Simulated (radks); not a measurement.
Values are calculated unless marked as measured or tabulated.
All-electron atom: Os4+ in [Kr] 4d10 4f14 5s1.5 5p6 5d4.5 (fractional occupations, a model configuration). Code: a radial shooting solver on a logarithmic mesh with Libxc functionals. Model: scalar-relativistic Kohn-Sham, exchange-only LDA, spin-unpolarised, spherical densities, finite nucleus; Fermi nuclear charge, rms radius 5.4126 fm.

Local quantities along the radius. ELF = 1/(1 + alpha^2) is the electron localisation function; alpha = (tau - tau_W)/tau_unif compares the Pauli kinetic energy density with that of the uniform gas; -r V(r) is the screened charge that the Kohn-Sham potential presents (atomic units); r v_xc is r times the local exchange-correlation potential (hartree bohr); 4 pi r^2 rho is in e/bohr. tau is taken from the large components.

| r (bohr) | ELF | alpha | -r V(r) | r v_xc | 4 pi r^2 rho |
|---|---|---|---|---|---|
| 0.00117 | 0.999 | 0.02400 | 75.45 | -0.09910 | 10.95 |
| 0.001351 | 0.999 | 0.02498 | 75.36 | -0.1116 | 13.54 |
| 0.001547 | 0.999 | 0.02613 | 75.26 | -0.1247 | 16.48 |
| 0.001787 | 0.999 | 0.02766 | 75.15 | -0.1400 | 20.19 |
| 0.002064 | 0.999 | 0.02960 | 75.01 | -0.1568 | 24.59 |
| 0.002384 | 0.999 | 0.03205 | 74.86 | -0.1753 | 29.75 |
| 0.002731 | 0.999 | 0.03498 | 74.69 | -0.1943 | 35.38 |
| 0.003154 | 0.998 | 0.03893 | 74.49 | -0.2161 | 42.13 |
| 0.003642 | 0.998 | 0.04406 | 74.25 | -0.2396 | 49.68 |
| 0.004173 | 0.997 | 0.05038 | 74.00 | -0.2631 | 57.44 |
| 0.004819 | 0.997 | 0.05925 | 73.70 | -0.2893 | 66.12 |
| 0.005566 | 0.995 | 0.07134 | 73.35 | -0.3165 | 74.99 |
| 0.006428 | 0.992 | 0.08816 | 72.95 | -0.3444 | 83.61 |
| 0.007364 | 0.988 | 0.1105 | 72.53 | -0.3707 | 91.04 |
| 0.008505 | 0.979 | 0.1447 | 72.03 | -0.3980 | 97.58 |
| 0.009822 | 0.963 | 0.1958 | 71.46 | -0.4241 | 102.2 |
| 0.01134 | 0.930 | 0.2733 | 70.81 | -0.4481 | 104.4 |
| 0.013 | 0.872 | 0.3839 | 70.14 | -0.4684 | 104.1 |
| 0.01501 | 0.763 | 0.5579 | 69.33 | -0.4875 | 101.6 |
| 0.01733 | 0.608 | 0.8030 | 68.43 | -0.5051 | 97.82 |
| 0.02002 | 0.454 | 1.098 | 67.43 | -0.5233 | 94.21 |
| 0.02293 | 0.359 | 1.337 | 66.38 | -0.5446 | 92.67 |
| 0.02649 | 0.333 | 1.415 | 65.15 | -0.5756 | 94.75 |
| 0.03059 | 0.385 | 1.265 | 63.80 | -0.6181 | 101.6 |
| 0.03505 | 0.492 | 1.017 | 62.40 | -0.6682 | 112.0 |
| 0.04047 | 0.621 | 0.7807 | 60.77 | -0.7271 | 125.0 |
| 0.04674 | 0.713 | 0.6351 | 59.00 | -0.7846 | 136.0 |
| 0.05398 | 0.742 | 0.5898 | 57.07 | -0.8330 | 140.9 |
| 0.06185 | 0.706 | 0.6456 | 55.12 | -0.8652 | 137.8 |
| 0.07142 | 0.591 | 0.8323 | 52.89 | -0.8850 | 127.7 |
| 0.08249 | 0.435 | 1.139 | 50.52 | -0.8987 | 115.8 |
| 0.09526 | 0.348 | 1.368 | 48.01 | -0.9243 | 109.1 |
| 0.1091 | 0.385 | 1.265 | 45.51 | -0.9740 | 111.4 |
| 0.126 | 0.527 | 0.9468 | 42.75 | -1.050 | 120.9 |
| 0.1456 | 0.669 | 0.7036 | 39.89 | -1.126 | 129.0 |
| 0.1668 | 0.721 | 0.6224 | 37.13 | -1.171 | 126.6 |
| 0.1926 | 0.661 | 0.7159 | 34.17 | -1.174 | 110.6 |
| 0.2224 | 0.463 | 1.077 | 31.18 | -1.141 | 87.97 |
| 0.2569 | 0.286 | 1.580 | 28.18 | -1.117 | 71.49 |
| 0.2943 | 0.309 | 1.497 | 25.37 | -1.153 | 68.62 |
| 0.3399 | 0.506 | 0.9871 | 22.43 | -1.249 | 75.49 |
| 0.3925 | 0.674 | 0.6950 | 19.60 | -1.343 | 81.26 |
| 0.4533 | 0.715 | 0.6311 | 16.97 | -1.384 | 76.92 |
| 0.5194 | 0.661 | 0.7163 | 14.74 | -1.359 | 63.58 |
| 0.5998 | 0.520 | 0.9614 | 12.69 | -1.282 | 46.17 |
| 0.6927 | 0.368 | 1.311 | 10.94 | -1.191 | 32.07 |
| 0.8 | 0.324 | 1.445 | 9.465 | -1.128 | 23.63 |
| 0.9166 | 0.404 | 1.214 | 8.294 | -1.104 | 19.34 |
| 1.059 | 0.538 | 0.9260 | 7.267 | -1.089 | 16.08 |
| 1.222 | 0.602 | 0.8125 | 6.442 | -1.055 | 12.64 |
| 1.401 | 0.568 | 0.8714 | 5.835 | -0.9925 | 9.187 |
| 1.617 | 0.450 | 1.106 | 5.354 | -0.8974 | 5.879 |
| 1.868 | 0.290 | 1.563 | 5.006 | -0.7818 | 3.366 |
| 2.157 | 0.153 | 2.356 | 4.754 | -0.6559 | 1.722 |
| 2.472 | 0.070 | 3.654 | 4.574 | -0.5347 | 0.8138 |
| 2.854 | 0.025 | 6.265 | 4.423 | -0.4097 | 0.3170 |
| 3.297 | 0.007 | 12.04 | 4.298 | -0.2945 | 0.1019 |
| 3.807 | 0.001 | 26.99 | 4.196 | -0.1955 | 0.02584 |
| 4.362 | 0.000 | 68.99 | 4.122 | -0.1218 | 0.005449 |
| 5.037 | 0.000 | 232.1 | 4.066 | -0.06621 | 0.0007583 |

On this mesh the ELF has minima near r = 0.026, 0.095, 0.26, 0.80 bohr, which separate the shells, and maxima near 0.054 (0.74), 0.17 (0.72), 0.45 (0.72), 1.2 (0.60).
